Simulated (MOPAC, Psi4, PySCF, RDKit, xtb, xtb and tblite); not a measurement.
Two geometries of C12H10O, SMILES c1cccc(-c2cccc(O)c2)c1, singlet, relaxed at GFN2-xTB with one dihedral held; other torsions can differ between them too.

Structure A

```
23

O     -3.7064    -1.4484     0.2099
C     -2.8074    -0.4618    -0.0609
C     -3.1968     0.7741    -0.5616
C     -2.2364     1.7349    -0.8247
C     -0.8997     1.4744    -0.5961
C     -0.4958     0.2413    -0.0826
C      0.9280    -0.0554     0.1386
C      1.3296    -0.9238     1.1528
C      2.6658    -1.2210     1.3435
C      3.6288    -0.6678     0.5165
C      3.2432     0.1858    -0.5030
C      1.9074     0.4873    -0.6920
C     -1.4635    -0.7237     0.1731
H     -4.5975    -1.1435     0.0012
H     -4.2434     0.9789    -0.7452
H     -2.5390     2.6962    -1.2137
H     -0.1683     2.2453    -0.7835
H      0.5915    -1.3439     1.8196
H      2.9579    -1.8890     2.1409
H      4.6727    -0.9023     0.6641
H      3.9872     0.6149    -1.1587
H      1.6199     1.1331    -1.5083
H     -1.1944    -1.7029     0.5352
```

Structure B

```
23

O      3.8128    -1.2661     0.4264
C      2.8262    -0.3983     0.0701
C      3.1911     0.8052    -0.5257
C      2.2133     1.7063    -0.8998
C      0.8754     1.4261    -0.6836
C      0.5029     0.2291    -0.0826
C     -0.9214    -0.0957     0.1153
C     -1.4713    -1.2323    -0.4683
C     -2.8154    -1.5189    -0.3132
C     -3.6264    -0.6722     0.4235
C     -3.0887     0.4661     1.0006
C     -1.7463     0.7577     0.8411
C      1.4847    -0.6852     0.2807
H      3.4257    -2.0533     0.8280
H      4.2375     1.0095    -0.6860
H      2.4984     2.6364    -1.3685
H      0.1135     2.1304    -0.9823
H     -0.8388    -1.8881    -1.0498
H     -3.2329    -2.4033    -0.7726
H     -4.6759    -0.8972     0.5446
H     -3.7189     1.1306     1.5739
H     -1.3241     1.6448     1.2912
H      1.1980    -1.6206     0.7454
```

**Question.** Which is lower in energy at the level B3LYP-D3(BJ)/def2-SVP // GFN2-xTB (Psi4), and by how much?

**Answer.** A is lower, by 0.86 kcal/mol (dihedral C5–C6–C7–C8: 150° in A, 120° in B).

E(B) − E(A) in kcal/mol at the other levels, on the same two geometries: GFN2-xTB (xtb and tblite) 0.19; MMFF94 // GFN2-xTB (RDKit) -1.38; B3LYP/def2-SVP // GFN2-xTB (Psi4) 0.78; PBE/def2-SVP // GFN2-xTB (Psi4) 0.97; PBE-D3(BJ)/def2-SVP // GFN2-xTB (Psi4) 1.00; UFF // GFN2-xTB (RDKit) 0.05; PM7, restricted, heats of formation // GFN2-xTB (MOPAC) -0.95; AM1, restricted, heats of formation // GFN2-xTB (MOPAC) 0.10; GFN1-xTB // GFN2-xTB (xtb) 0.36; restricted B3LYP/6-31G*, spherical d, density fitting // GFN2-xTB (PySCF) 0.69; restricted B3LYP/3-21G, density fitting // GFN2-xTB (PySCF) 0.02; restricted MP2 (frozen core)/3-21G // GFN2-xTB (PySCF) -1.05.
